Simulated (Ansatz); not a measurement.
KCl2 (charge +1), closed shell: a trajectory.

The input file, in.yaml:

```yaml
crystal:
  periodic: [false, false, false]
  atoms:
    - {symbol: K, position_ang: [0.001580, 0.004858, -2.093270]}
    - {symbol: Cl, position_ang: [-0.317406, -0.944991, 1.044574]}
    - {symbol: Cl, position_ang: [0.315827, 0.940133, 1.048696]}
basis:
  gaussian: {orbitals: cc-pVDZ}
total_charge: 1
hamiltonian: {xc: pbe, dispersion: d4}
md: {n_steps: 80, timestep: 0.5, temperature: 300, ensemble: nvt_nose_hoover, seed: 373, initial_velocities: maxwell_boltzmann}
```

Command:

```bash
ansatz run in.yaml --threads 2 --pin off --events-out ev --progress --plain --max-ram 5222MiB
```

Output of Ansatz 0.2.0:

```
Functional definition: PBE
  name "PBE"
  cite "Perdew, Burke & Ernzerhof, Phys. Rev. Lett. 77, 3865 (1996) doi:10.1103/PhysRevLett.77.3865"
  parent pbe
  parameter kappa = 0.804
  parameter beta = 0.06672455060314922
  exchange = pbe_x(kappa = kappa, mu = beta*pi^2/3)
  correlation = pbe_c(beta = beta)
Error: . the basis set cc-pVDZ has no functions for K
```

Hardware: 2 CPU threads of an Arm Neoverse V2, shared host. Wall time about 0.05 s.


The program refused the input.